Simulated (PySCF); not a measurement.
B$_{2}$H$_{3}$N (calculated)

All values are calculated (PySCF 2.14.0). Calculation on a computer-drawn molecule: vertical ionisation energy to the stated ion spin, frozen-core CCSD(T) at the basis limit and cheaper methods, single-reference cases, UHF for radicals, no spin-orbit; all values are single points at the evaluated structure, the first of each entry, which is the reference or a displaced copy of it and isn't optimised; the reference structure only sets the zero of the energies above reference; triples share is (T) over the correlation energy.

Common to all runs: charge 0; multiplicity 1; ion multiplicity 2; diffuse functions no; basis cc-pVnZ; reference is the Hartree-Fock double-zeta minimum; best is HF at quadruple zeta + MP2 correlation extrapolated from triple and quadruple zeta + CCSD(T) minus MP2 at triple zeta; basis step is the size of the change from the same recipe one zeta lower.

(1) 
```xyz
6
formula=B2H3N ionisation_energy_best=11.18 ionisation_energy_basis_step=0.04481 energy_above_reference_best=7.732 energy_above_reference_basis_step=0.2013 ionisation_energy_Koopmans_at_triple_zeta=11.54 ionisation_energy_EOM_CCSD_at_triple_zeta=11.05 total_energy_HF_triple_zeta=-105.5668 total_energy_CCSD(T)_triple_zeta=-106.0034 total_energy_best=-106.0562 T1_diagnostic_at_triple_zeta=0.01635 D1_diagnostic_at_triple_zeta=0.04587 ion_T1_diagnostic_at_triple_zeta=0.02519 ion_D1_diagnostic_at_triple_zeta=0.1099 ion_spin_squared_at_triple_zeta=0.7611 triples_share_at_triple_zeta=0.04238 basis_functions_triple_zeta=132 dipole_magnitude_HF_at_triple_zeta=0.1534 dipole_magnitude_CCSD_unrelaxed_at_triple_zeta=0.4477 dipole_magnitude_PBE_at_triple_zeta=0.6858 dipole_magnitude_r2SCAN_at_triple_zeta=0.5339 dipole_magnitude_B3LYP_at_triple_zeta=0.4497 dipole_magnitude_wB97X_at_triple_zeta=0.2342
B     -3.5844    -0.4347    -0.4702
B     -2.2396    -1.2926    -1.0733
N     -1.2913    -1.8934    -1.5414
H     -3.6431     0.7909    -0.5582
H     -4.6027    -1.1552     0.0618
H     -0.5184    -2.4458    -1.9090
```

Units: ionisation_energy_best, ionisation_energy_basis_step, ionisation_energy_Koopmans_at_triple_zeta, ionisation_energy_EOM_CCSD_at_triple_zeta in eV; energy_above_reference_best, energy_above_reference_basis_step in kcal/mol; total_energy_HF_triple_zeta, total_energy_CCSD(T)_triple_zeta, total_energy_best in hartree; dipole_magnitude_HF_at_triple_zeta, dipole_magnitude_CCSD_unrelaxed_at_triple_zeta, dipole_magnitude_PBE_at_triple_zeta, dipole_magnitude_r2SCAN_at_triple_zeta, dipole_magnitude_B3LYP_at_triple_zeta, dipole_magnitude_wB97X_at_triple_zeta in debye.

Reference structure:
```xyz
6
B2H3N
B     -3.5860    -0.4645    -0.4887
B     -2.2527    -1.3075    -1.1022
N     -1.2829    -1.9199    -1.5475
H     -3.6291     0.7306    -0.5381
H     -4.5061    -1.0502     0.0042
H     -0.5070    -2.4106    -1.9049
```

Drawn bonds:
```csv
atom,other atom,order
1,2,1
2,3,2
1,4,1
1,5,1
3,6,1
```

Triple zeta:
```csv
method,ionisation energy (eV),energy above reference (kcal/mol)
HF,9.284,8.331
PBE,10.63,6.618
r2SCAN,10.63,7.542
B3LYP,10.81,7.746
wB97X,10.89,7.473
MP2,11.28,8.279
CCSD,10.88,7.725
CCSD(T),11.04,7.66
```

(2) 
```xyz
6
formula=B2H3N ionisation_energy_best=11.18 ionisation_energy_basis_step=0.04507 energy_above_reference_best=12.03 energy_above_reference_basis_step=0.2271 ionisation_energy_Koopmans_at_triple_zeta=11.54 ionisation_energy_EOM_CCSD_at_triple_zeta=11.05 total_energy_HF_triple_zeta=-105.5594 total_energy_CCSD(T)_triple_zeta=-105.9967 total_energy_best=-106.0493 T1_diagnostic_at_triple_zeta=0.01648 D1_diagnostic_at_triple_zeta=0.04596 ion_T1_diagnostic_at_triple_zeta=0.02804 ion_D1_diagnostic_at_triple_zeta=0.1261 ion_spin_squared_at_triple_zeta=0.7613 triples_share_at_triple_zeta=0.04254 basis_functions_triple_zeta=132 dipole_magnitude_HF_at_triple_zeta=0.1781 dipole_magnitude_CCSD_unrelaxed_at_triple_zeta=0.5174 dipole_magnitude_PBE_at_triple_zeta=0.7494 dipole_magnitude_r2SCAN_at_triple_zeta=0.6035 dipole_magnitude_B3LYP_at_triple_zeta=0.5215 dipole_magnitude_wB97X_at_triple_zeta=0.3155
B     -3.5844    -0.4347    -0.4702
B     -2.2396    -1.2926    -1.0733
N     -1.2913    -1.8934    -1.5414
H     -3.6431     0.7909    -0.5582
H     -4.6500    -1.1887     0.0865
H     -0.5184    -2.4458    -1.9090
```

Units: ionisation_energy_best, ionisation_energy_basis_step, ionisation_energy_Koopmans_at_triple_zeta, ionisation_energy_EOM_CCSD_at_triple_zeta in eV; energy_above_reference_best, energy_above_reference_basis_step in kcal/mol; total_energy_HF_triple_zeta, total_energy_CCSD(T)_triple_zeta, total_energy_best in hartree; dipole_magnitude_HF_at_triple_zeta, dipole_magnitude_CCSD_unrelaxed_at_triple_zeta, dipole_magnitude_PBE_at_triple_zeta, dipole_magnitude_r2SCAN_at_triple_zeta, dipole_magnitude_B3LYP_at_triple_zeta, dipole_magnitude_wB97X_at_triple_zeta in debye.

Reference structure:
```xyz
6
B2H3N
B     -3.5860    -0.4645    -0.4887
B     -2.2527    -1.3075    -1.1022
N     -1.2829    -1.9199    -1.5475
H     -3.6291     0.7306    -0.5381
H     -4.5061    -1.0502     0.0042
H     -0.5070    -2.4106    -1.9049
```

Drawn bonds:
```csv
atom,other atom,order
1,2,1
2,3,2
1,4,1
1,5,1
3,6,1
```

Triple zeta:
```csv
method,ionisation energy (eV),energy above reference (kcal/mol)
HF,9.298,13
PBE,10.59,10.58
r2SCAN,10.6,11.78
B3LYP,10.77,12.04
wB97X,10.89,11.83
MP2,11.29,12.79
CCSD,10.88,12.04
CCSD(T),11.04,11.91
```

(3) 
```xyz
6
formula=B2H3N ionisation_energy_best=11.05 ionisation_energy_basis_step=0.04447 energy_above_reference_best=1.501 energy_above_reference_basis_step=0.1851 ionisation_energy_Koopmans_at_triple_zeta=11.36 ionisation_energy_EOM_CCSD_at_triple_zeta=10.91 total_energy_HF_triple_zeta=-105.5756 total_energy_CCSD(T)_triple_zeta=-106.0135 total_energy_best=-106.0661 T1_diagnostic_at_triple_zeta=0.01781 D1_diagnostic_at_triple_zeta=0.05107 ion_T1_diagnostic_at_triple_zeta=0.02345 ion_D1_diagnostic_at_triple_zeta=0.0955 ion_spin_squared_at_triple_zeta=0.7627 triples_share_at_triple_zeta=0.04322 basis_functions_triple_zeta=132 dipole_magnitude_HF_at_triple_zeta=0.4937 dipole_magnitude_CCSD_unrelaxed_at_triple_zeta=0.2629 dipole_magnitude_PBE_at_triple_zeta=0.466 dipole_magnitude_r2SCAN_at_triple_zeta=0.307 dipole_magnitude_B3LYP_at_triple_zeta=0.2361 dipole_magnitude_wB97X_at_triple_zeta=0.1521
B     -3.5482    -0.4630    -0.5201
B     -2.2162    -1.3056    -1.0368
N     -1.2786    -1.9559    -1.5661
H     -3.7431     0.7024    -0.5387
H     -4.4735    -1.0401    -0.0420
H     -0.5162    -2.3899    -1.9606
```

Units: ionisation_energy_best, ionisation_energy_basis_step, ionisation_energy_Koopmans_at_triple_zeta, ionisation_energy_EOM_CCSD_at_triple_zeta in eV; energy_above_reference_best, energy_above_reference_basis_step in kcal/mol; total_energy_HF_triple_zeta, total_energy_CCSD(T)_triple_zeta, total_energy_best in hartree; dipole_magnitude_HF_at_triple_zeta, dipole_magnitude_CCSD_unrelaxed_at_triple_zeta, dipole_magnitude_PBE_at_triple_zeta, dipole_magnitude_r2SCAN_at_triple_zeta, dipole_magnitude_B3LYP_at_triple_zeta, dipole_magnitude_wB97X_at_triple_zeta in debye.

Reference structure:
```xyz
6
B2H3N
B     -3.5860    -0.4645    -0.4887
B     -2.2527    -1.3075    -1.1022
N     -1.2829    -1.9199    -1.5475
H     -3.6291     0.7306    -0.5381
H     -4.5061    -1.0502     0.0042
H     -0.5070    -2.4106    -1.9049
```

Drawn bonds:
```csv
atom,other atom,order
1,2,1
2,3,2
1,4,1
1,5,1
3,6,1
```

Triple zeta:
```csv
method,ionisation energy (eV),energy above reference (kcal/mol)
HF,9.098,2.805
PBE,10.58,1.158
r2SCAN,10.54,1.286
B3LYP,10.7,1.503
wB97X,10.73,1.963
MP2,11.15,1.263
CCSD,10.73,1.698
CCSD(T),10.91,1.369
```

(4) 
```xyz
6
formula=B2H3N
B     -3.6062    -0.4658    -0.4909
B     -2.2598    -1.2787    -1.0970
N     -1.3035    -1.9183    -1.5645
H     -3.6233     0.7202    -0.5478
H     -4.5361    -1.0890    -0.0014
H     -0.4998    -2.4146    -1.9190
```

Reference structure:
```xyz
6
B2H3N
B     -3.5860    -0.4645    -0.4887
B     -2.2527    -1.3075    -1.1022
N     -1.2829    -1.9199    -1.5475
H     -3.6291     0.7306    -0.5381
H     -4.5061    -1.0502     0.0042
H     -0.5070    -2.4106    -1.9049
```

Drawn bonds:
```csv
atom,other atom,order
1,2,1
2,3,2
1,4,1
1,5,1
3,6,1
```

(5) 
```xyz
6
formula=B2H3N
B     -3.6062    -0.4658    -0.4909
B     -2.2598    -1.2787    -1.0970
N     -1.3035    -1.9183    -1.5645
H     -3.6233     0.7202    -0.5478
H     -4.5361    -1.0890    -0.0014
H     -0.5715    -2.3703    -1.8874
```

Reference structure:
```xyz
6
B2H3N
B     -3.5860    -0.4645    -0.4887
B     -2.2527    -1.3075    -1.1022
N     -1.2829    -1.9199    -1.5475
H     -3.6291     0.7306    -0.5381
H     -4.5061    -1.0502     0.0042
H     -0.5070    -2.4106    -1.9049
```

Drawn bonds:
```csv
atom,other atom,order
1,2,1
2,3,2
1,4,1
1,5,1
3,6,1
```

(6) 
```xyz
6
formula=B2H3N
B     -3.6062    -0.4658    -0.4909
B     -2.2598    -1.2787    -1.0970
N     -1.3035    -1.9183    -1.5645
H     -3.6233     0.7202    -0.5478
H     -4.5361    -1.0890    -0.0014
H     -0.4592    -2.4397    -1.9369
```

Reference structure:
```xyz
6
B2H3N
B     -3.5860    -0.4645    -0.4887
B     -2.2527    -1.3075    -1.1022
N     -1.2829    -1.9199    -1.5475
H     -3.6291     0.7306    -0.5381
H     -4.5061    -1.0502     0.0042
H     -0.5070    -2.4106    -1.9049
```

Drawn bonds:
```csv
atom,other atom,order
1,2,1
2,3,2
1,4,1
1,5,1
3,6,1
```

To be estimated
1. Give the missing T1 diagnostic at triple zeta for B$_{2}$H$_{3}$N (entry 4).
2. Estimate the triples share at triple zeta of B$_{2}$H$_{3}$N (entry 4).
3. Give the missing dipole magnitude r2SCAN at triple zeta for B$_{2}$H$_{3}$N (entry 5).
4. B$_{2}$H$_{3}$N (entry 5): dipole magnitude wB97X at triple zeta?
5. What dipole magnitude r2SCAN at triple zeta does the calculation give for B$_{2}$H$_{3}$N (entry 6)?
6. B$_{2}$H$_{3}$N (entry 6): total energy best?
7. What dipole magnitude wB97X at triple zeta does the calculation give for B$_{2}$H$_{3}$N (entry 6)?
8. Give the table of triple zeta values for B$_{2}$H$_{3}$N (entry 6).

Calculated values
1. 0.01717
2. 0.04289
3. 0.1743 debye
4. 0.1862 debye
5. 0.4343 debye
6. -106.0646 hartree
7. 0.1202 debye
8. 
Triple zeta:
```csv
method,ionisation energy (eV),energy above reference (kcal/mol)
HF,9.044,4.422
PBE,10.61,1.555
r2SCAN,10.55,2.41
B3LYP,10.7,2.551
wB97X,10.7,2.742
MP2,11.1,2.347
CCSD,10.69,2.685
CCSD(T),10.86,2.315
```

Further results for B$_{2}$H$_{3}$N (entry 4):

- ionisation energy best: 11.05 eV
- ionisation energy basis step: 0.04453 eV
- energy above reference best: 0.2562 kcal/mol
- energy above reference basis step: 0.08915 kcal/mol
- ionisation energy Koopmans at triple zeta: 11.38 eV
- ionisation energy EOM CCSD at triple zeta: 10.91 eV
- total energy HF triple zeta: -105.5780 hartree
- total energy CCSD(T) triple zeta: -106.0154 hartree
- total energy best: -106.0681 hartree
- D1 diagnostic at triple zeta: 0.04915
- ion T1 diagnostic at triple zeta: 0.02041
- ion D1 diagnostic at triple zeta: 0.07819
- ion spin squared at triple zeta: 0.7619
- basis functions triple zeta: 132
- dipole magnitude HF at triple zeta: 0.4126 debye
- dipole magnitude CCSD unrelaxed at triple zeta: 0.2551 debye
- dipole magnitude PBE at triple zeta: 0.5064 debye
- dipole magnitude r2SCAN at triple zeta: 0.3384 debye
- dipole magnitude B3LYP at triple zeta: 0.2504 debye
- dipole magnitude wB97X at triple zeta: 0.07521 debye

Triple zeta:
```csv
method,ionisation energy (eV),energy above reference (kcal/mol)
HF,9.099,1.294
PBE,10.65,-0.1979
r2SCAN,10.6,0.228
B3LYP,10.75,0.3615
wB97X,10.75,0.4693
MP2,11.14,0.1764
CCSD,10.74,0.3802
CCSD(T),10.91,0.1536
```

Further results for B$_{2}$H$_{3}$N (entry 5):

* ionisation energy best: 11.13 eV
* ionisation energy basis step: 0.04545 eV
* energy above reference best: 3.785 kcal/mol
* energy above reference basis step: 0.01677 kcal/mol
* ionisation energy Koopmans at triple zeta: 11.45 eV
* ionisation energy EOM CCSD at triple zeta: 11 eV
* total energy HF triple zeta: -105.5747 hartree
* total energy CCSD(T) triple zeta: -106.0096 hartree
* total energy best: -106.0624 hartree
* T1 diagnostic at triple zeta: 0.01706
* D1 diagnostic at triple zeta: 0.04882
* ion T1 diagnostic at triple zeta: 0.02047
* ion D1 diagnostic at triple zeta: 0.07982
* ion spin squared at triple zeta: 0.7608
* triples share at triple zeta: 0.04228
* basis functions triple zeta: 132
* dipole magnitude HF at triple zeta: 0.5874 debye
* dipole magnitude CCSD unrelaxed at triple zeta: 0.1003 debye
* dipole magnitude PBE at triple zeta: 0.3403 debye
* dipole magnitude B3LYP at triple zeta: 0.09816 debye

Triple zeta:
```csv
method,ionisation energy (eV),energy above reference (kcal/mol)
HF,9.191,3.375
PBE,10.72,4.123
r2SCAN,10.67,3.771
B3LYP,10.83,3.867
wB97X,10.83,3.958
MP2,11.22,3.793
CCSD,10.82,3.756
CCSD(T),10.99,3.763
```

Further results for B$_{2}$H$_{3}$N (entry 6):

- ionisation energy best: 11.01 eV
- ionisation energy basis step: 0.04387 eV
- energy above reference best: 2.447 kcal/mol
- energy above reference basis step: 0.1304 kcal/mol
- ionisation energy Koopmans at triple zeta: 11.35 eV
- ionisation energy EOM CCSD at triple zeta: 10.86 eV
- total energy HF triple zeta: -105.5730 hartree
- total energy CCSD(T) triple zeta: -106.0120 hartree
- T1 diagnostic at triple zeta: 0.01726
- D1 diagnostic at triple zeta: 0.04938
- ion T1 diagnostic at triple zeta: 0.0204
- ion D1 diagnostic at triple zeta: 0.07724
- ion spin squared at triple zeta: 0.7628
- triples share at triple zeta: 0.04326
- basis functions triple zeta: 132
- dipole magnitude HF at triple zeta: 0.3126 debye
- dipole magnitude CCSD unrelaxed at triple zeta: 0.35 debye
- dipole magnitude PBE at triple zeta: 0.6011 debye
- dipole magnitude B3LYP at triple zeta: 0.3453 debye
